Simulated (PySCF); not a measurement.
**Radial density of Pb (lead, neutral)**

LC-wPBE, [Xe] 4f14 5d10 6s2 6p2, high-spin 3P determinant. All numbers are calculated (PySCF 2.14, a scalar-relativistic core potential, in def2-TZVPPD with the def2 core potential (60 electrons) (7s5p4d2f, 56 functions)). This is the valence pseudo-density: the core potential removes the inner electrons and smooths the orbitals near the nucleus.

```json
{"r (bohr)": "0.0186", "4πr²ρ (e/bohr)": "1.931e-05", "4πr²(ρα − ρβ)": "0.0000"}
{"r (bohr)": "0.0313", "4πr²ρ (e/bohr)": "3.843e-05", "4πr²(ρα − ρβ)": "0.0000"}
{"r (bohr)": "0.0527", "4πr²ρ (e/bohr)": "5.912e-05", "4πr²(ρα − ρβ)": "0.0000"}
{"r (bohr)": "0.0886", "4πr²ρ (e/bohr)": "0.0001618", "4πr²(ρα − ρβ)": "0.0000"}
{"r (bohr)": "0.149", "4πr²ρ (e/bohr)": "0.001390", "4πr²(ρα − ρβ)": "0.0000"}
{"r (bohr)": "0.251", "4πr²ρ (e/bohr)": "0.02731", "4πr²(ρα − ρβ)": "0.0002"}
{"r (bohr)": "0.422", "4πr²ρ (e/bohr)": "1.117", "4πr²(ρα − ρβ)": "0.0067"}
{"r (bohr)": "0.709", "4πr²ρ (e/bohr)": "15.26", "4πr²(ρα − ρβ)": "0.0829"}
{"r (bohr)": "1.19", "4πr²ρ (e/bohr)": "15.61", "4πr²(ρα − ρβ)": "-0.0663"}
{"r (bohr)": "2.01", "4πr²ρ (e/bohr)": "4.109", "4πr²(ρα − ρβ)": "0.5698"}
{"r (bohr)": "3.38", "4πr²ρ (e/bohr)": "1.021", "4πr²(ρα − ρβ)": "0.6361"}
{"r (bohr)": "5.68", "4πr²ρ (e/bohr)": "0.1054", "4πr²(ρα − ρβ)": "0.0967"}
{"r (bohr)": "9.55", "4πr²ρ (e/bohr)": "0.001385", "4πr²(ρα − ρβ)": "0.0014"}
```

Energies and moments cover only the electrons outside the core potential. Spin-orbit coupling is strong in this species (close to jj coupling), so the high-spin LS determinant is a model state, not a physical level.

Problem. Where is the radial spin density 4πr²(ρα − ρβ) most negative, and why is it negative at all?

Solution. Around r = 1.19 bohr, down to -0.0663 e/bohr: exchange with the open shell polarises the paired shells in an unrestricted calculation.
